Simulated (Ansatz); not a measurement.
Calculated with Ansatz (gas phase, PBE0-D4/def2-TZVP geometries, no zero-point term in ΔE). CCSD(T)/CBS adds triple-zeta CCSD(T) − MP2 to the extrapolated MP2 energy (def2 sets, frozen cores). Functionals use def2-TZVPP. B3LYP here is the variant with VWN-RPA as its local correlation; programs differ in this. HSE06 is defined as in plane-wave codes. Elements past krypton have def2 core potentials. For In, Zn outer-core shells are correlated without core-valence functions, which leaves a few kJ/mol of doubt a bond. Scalar relativity is left out up to krypton. Each species was taken in one conformer, which may not be the lowest.

`[OH][InH][ZnH]` + `C[SiH2]N` → `C[SiH2][NH][ZnH]` + `[OH][InH2]`  (cleavage of the Zn–In bond)

`[OH][InH][ZnH]`:

```xyz
6

O    -0.127    1.729    0.720
In    0.675    0.059   -0.052
Zn   -1.176   -1.678   -0.553
H     0.526    2.402    0.922
H     2.400    0.212   -0.183
H    -2.298   -2.724   -0.854
```

`C[SiH2]N`:

Z-matrix (Å, degrees):
```
C
Si 1 1.871
H 1 1.093 2 111.2
H 1 1.094 2 110.5 3 119.8
H 1 1.093 2 111.2 3 -120.4
N 2 1.720 1 116.4 3 60.2
H 2 1.489 1 108.4 3 -179.4
H 2 1.489 1 108.4 3 -60.3
H 6 1.007 2 120.7 1 73.7
H 6 1.007 2 120.7 1 -73.5
```

`C[SiH2][NH][ZnH]`:

```xyz
11

C     1.427   -0.151    0.278
Si    0.175    0.515   -0.941
N    -1.397    0.183   -0.342
Zn   -1.811   -0.666    1.217
H     1.324    0.325    1.258
H     2.443    0.044   -0.075
H     1.327   -1.233    0.405
H     0.417   -0.114   -2.276
H     0.414    1.979   -1.130
H    -2.170    0.494   -0.913
H    -2.149   -1.376    2.519
```

`[OH][InH2]`:

Z-matrix (Å, degrees):
```
In
O 1 1.991
H 1 1.715 2 114.8
H 1 1.705 2 111.5 3 -180.0
H 2 0.959 1 113.4 3 0.0
```

Is it downhill or uphill in electronic energy at CCSD(T)/CBS, and by how much? (An estimate is asked.)

Computed: Uphill: ΔE = +30.5 kJ/mol.

What do these levels give: revPBE-D4, PBE0-D4, B3LYP-D4, B2PLYP, BLYP, HSE06, CAM-B3LYP, CCSD(T)/def2-TZVPP, MP2/def2-QZVPP, SCS-MP2/def2-QZVPP, HF/CBS(def2), MP2/CBS(def2)? (Estimate.)

Computed: revPBE-D4 31.3, PBE0-D4 37.0, B3LYP-D4 35.8, B2PLYP 33.2, BLYP 43.3, HSE06 40.8, CAM-B3LYP 32.4, CCSD(T)/def2-TZVPP 23.3, MP2/def2-QZVPP 23.9, SCS-MP2/def2-QZVPP 25.9, HF/CBS(def2) 42.5, MP2/CBS(def2) 27.8 kJ/mol.

Largest T1 diagnostic among the species: 0.017.

Leaving LDA and LC-ωPBE aside and taking each functional with its dispersion term where it has one, the values, not all of them listed here, spread over 14.6 kJ/mol, from B97M-V to BHLYP-D4. LDA lies −14.0 kJ/mol from PBE without D4. In def2-TZVPP, CCSD(T) changes the Hartree–Fock value by −22.0 kJ/mol (the triples alone add −3.5 kJ/mol) and MP2 by −24.7 kJ/mol.
